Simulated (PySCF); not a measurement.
## Atomic charges against the basis set

Species: C2H10BNSi.
Bonds: C1–Si2, Si2–C3, Si2–B4, B4–N5. Hydrogens: H6, H7, H8 on C1; H9 on Si2; H10, H11, H12 on C3; H13 on B4; H14, H15 on N5.

PBE0 throughout (PySCF), one geometry, spherical d and f functions. Geometry: PBE0-D3(BJ)/def2-SVP, one conformer, isolated molecule. Atoms taken as equivalent share a column and are averaged. The first 7 of 8 kinds of atom are listed.

Mulliken charges (e):

```tsv
basis	functions	C1/C3	Si2	B4	N5	H6 (×6)	H9	H13
STO-3G	39	-0.394	+0.570	+0.064	-0.446	+0.066	-0.148	-0.067
6-31G	69	-0.799	+0.658	+0.171	-0.824	+0.183	-0.136	-0.045
pcSseg-0	69	-1.150	+0.881	+0.063	-0.793	+0.249	-0.046	+0.037
6-31G*	94	-0.753	+0.458	+0.095	-0.760	+0.188	-0.100	-0.025
cc-pVDZ	124	-0.258	+0.226	-0.157	+0.005	+0.059	-0.089	-0.026
def2-SVP	124	-0.338	+0.352	-0.147	-0.083	+0.069	-0.103	-0.025
6-311+G(2d,p)	203	-0.701	+0.576	+0.129	-0.604	+0.155	-0.111	-0.013
aug-cc-pVDZ	209	+0.471	+0.253	-0.305	-0.013	-0.289	+0.345	+0.546
def2-TZVP	221	-0.501	+0.190	+0.002	-0.430	+0.134	-0.055	+0.002
IGLO-III	284	-0.631	+0.639	+0.113	-0.470	+0.140	-0.209	-0.081
cc-pVTZ	294	-0.393	+0.201	-0.080	-0.194	+0.102	-0.074	-0.005
pcSseg-2	327	-0.297	+0.523	+0.115	-0.441	+0.048	-0.162	-0.071
```

IAO charges (e):

| basis | functions | C1/C3 | Si2 | B4 | N5 | H6 (×6) | H9 | H13 |
| --- | --- | --- | --- | --- | --- | --- | --- | --- |
| STO-3G | 39 | -0.635 | +0.739 | -0.106 | -0.431 | +0.126 | -0.132 | -0.006 |
| 6-31G | 69 | -0.692 | +0.645 | -0.123 | -0.498 | +0.155 | -0.117 | +0.004 |
| pcSseg-0 | 69 | -0.693 | +0.640 | -0.145 | -0.453 | +0.154 | -0.112 | +0.007 |
| 6-31G* | 94 | -0.693 | +0.739 | -0.130 | -0.494 | +0.148 | -0.146 | -0.003 |
| cc-pVDZ | 124 | -0.692 | +0.741 | -0.150 | -0.483 | +0.147 | -0.145 | +0.002 |
| def2-SVP | 124 | -0.685 | +0.749 | -0.149 | -0.472 | +0.144 | -0.151 | -0.001 |
| 6-311+G(2d,p) | 203 | -0.716 | +0.771 | -0.147 | -0.513 | +0.152 | -0.151 | +0.002 |
| aug-cc-pVDZ | 209 | -0.706 | +0.744 | -0.144 | -0.510 | +0.151 | -0.144 | +0.003 |
| def2-TZVP | 221 | -0.719 | +0.779 | -0.148 | -0.511 | +0.153 | -0.153 | +0.002 |
| IGLO-III | 284 | -0.720 | +0.780 | -0.148 | -0.515 | +0.153 | -0.153 | +0.003 |
| cc-pVTZ | 294 | -0.717 | +0.767 | -0.146 | -0.509 | +0.153 | -0.150 | +0.002 |
| pcSseg-2 | 327 | -0.719 | +0.777 | -0.146 | -0.513 | +0.153 | -0.153 | +0.002 |

Some averages cover members that differ in this geometry, most widely: H6 (×6), Mulliken in aug-cc-pVDZ -0.375 to -0.195 e.

Which scheme is steadiest as the basis changes?

Largest range over the bases for any column: IAO 0.14 e, Mulliken 1.62 e. IAO charges move least and Mulliken charges most, counted in e. Without the minimal STO-3G basis the ranges are IAO 0.14, Mulliken 1.62 e.

How much do the charges still move between the two largest bases, cc-pVTZ and pcSseg-2?

At most, over all atoms: Mulliken 0.322 e, IAO 0.010 e.

What do the same runs give for the total energy, the frontier levels and the dipole moment?

| basis | energy (Eh) | HOMO (eV) | LUMO (eV) | μ (D) |
| --- | --- | --- | --- | --- |
| STO-3G | -445.7597 | -5.42 | 3.76 | 2.25 |
| 6-31G | -450.9674 | -7.18 | 0.14 | 1.85 |
| pcSseg-0 | -450.3520 | -7.54 | -0.13 | 2.18 |
| 6-31G* | -451.0226 | -7.09 | 0.09 | 1.77 |
| cc-pVDZ | -451.0525 | -7.16 | -0.04 | 1.79 |
| def2-SVP | -450.8435 | -7.22 | -0.10 | 1.87 |
| 6-311+G(2d,p) | -451.1097 | -7.33 | -0.44 | 1.60 |
| aug-cc-pVDZ | -451.0668 | -7.30 | -0.43 | 1.57 |
| def2-TZVP | -451.1216 | -7.29 | -0.35 | 1.62 |
| IGLO-III | -451.1299 | -7.32 | -0.41 | 1.58 |
| cc-pVTZ | -451.1221 | -7.28 | -0.28 | 1.66 |
| pcSseg-2 | -451.1314 | -7.32 | -0.41 | 1.62 |

The dipole is fixed by the density alone, so its range of 0.68 D shows that the density itself changes with the basis, not only its division among atoms.
